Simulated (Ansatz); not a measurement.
Reaction (ligand exchange at the Si–O bond): `C[SiH2]O[SiH2]F` + `F[SiH](F)S` → `F[SiH2]S[SiH](F)F` + `C[SiH2]O`

Program: Ansatz. Geometries: PBE0-D4/def2-TZVP. ΔE: electronic, gas phase. CCSD(T)/CBS adds triple-zeta CCSD(T) − MP2 to the extrapolated MP2 energy (def2 sets, frozen cores). This one scheme is used for every species. DFT in def2-TZVPP. One conformer a species, not always the lowest.

```json
{"level": "r2SCANh", "ΔE (kJ/mol)": "61.0"}
{"level": "HF/def2-TZVPP", "ΔE (kJ/mol)": "87.5"}
```

(1) What does CCSD(T)/CBS give? (Best estimate.)

Largest T1 diagnostic among the species: 0.012.

## Answers

(1) Ansatz gave: +64.8 kJ/mol. The listed levels differ from it by -3.8, 22.7 kJ/mol.

At CCSD(T), def2-SVP lies +4.8 kJ/mol from the extrapolated value and def2-TZVPP +3.5 kJ/mol. From PBE to PBE0 (25 % exact exchange), in def2-TZVPP and without D4, ΔE moves by +5.6 kJ/mol.
